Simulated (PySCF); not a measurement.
Compound: C7H7NS.
Atom-mapped SMILES: `[CH3:1][CH2:2][c:3]1[s:4][cH:5][cH:6][c:7]1[C:8]#[N:9]` (hydrogens: H10, H11, H12 on C1; H13, H14 on C2; H15 on C5; H16 on C6)

Computed, not measured: PySCF, TDDFT B3LYP/def2-SVPD, vertical, gas phase, core orbitals frozen in the response. One conformer (not necessarily the lowest) at the GFN2-xTB geometry, without solvent, vibrations or thermal averaging. Torsions of this conformer, `[CH3:1][CH2:2][c:3]1[s:4][cH:5][cH:6][c:7]1[C:8]#[N:9]`: C1–C2–C3–S4 -91°.

| state | E (eV) | λ (nm) | ν̃ (cm⁻¹) | f | \|μ\| (D) | main configurations (H = HOMO, L = LUMO) |
| --- | --- | --- | --- | --- | --- | --- |
| S1 | 5.14 | 241.1 | 41480 | 0.091 | 2.16 | H→L (86%), H-1→L (9%) |
| S2 | 5.41 | 229.2 | 43620 | 0.088 | 2.07 | H-1→L (69%), H→L+2 (19%), H→L (9%) |
| S3 | 5.61 | 221.2 | 45210 | 0.0022 | 0.32 | H→L+1 (97%) |
| S4 | 6.02 | 206.0 | 48530 | 0.0004 | 0.12 | H-1→L+1 (95%) |
| S5 | 6.38 | 194.3 | 51460 | 0.306 | 3.56 | H→L+2 (56%), H-1→L (13%), H-1→L+2 (12%) |
| S6 | 6.42 | 193.1 | 51800 | 0.054 | 1.48 | H→L+3 (86%) |
| S7 | 6.59 | 188.2 | 53130 | 0.0034 | 0.37 | H-2→L (63%), H→L+4 (24%) |
| S8 | 6.67 | 185.8 | 53810 | 0.0003 | 0.10 | H→L+4 (56%), H-2→L (30%) |

Triplets (Tamm–Dancoff): T1 3.52 eV, H→L (95%); T2 4.37 eV, H-1→L (86%), H→L+2 (11%); T3 4.95 eV, H→L+2 (75%), H-1→L (13%).

The lowest singlet comes at 241 nm (496 kJ/mol) in the ultraviolet; it is of moderate strength; its leading configuration is HOMO→LUMO (86%). The strongest level in the table is S5 at 6.38 eV (194 nm, f = 0.306). Löwdin shares by element: HOMO carbon 72% or more (atoms not listed hold the other 28%); LUMO carbon 49% or more, sulfur 21% (atoms not listed hold the other 30%). Of the 8 states listed, 4 reach f = 0.01 and 2 stay under 0.0005. Orbital energies (eV): HOMO-3 -9.82, HOMO-2 -9.38, HOMO-1 -7.58, HOMO -7.04, LUMO -1.53, LUMO+1 -0.38, LUMO+2 -0.28. The oscillator strengths of these states sum to 0.545; summed over the whole spectrum of an exact calculation they would give the number of electrons, 72 (Thomas–Reiche–Kuhn). Singlets were solved by full linear response, triplets in the Tamm–Dancoff approximation.
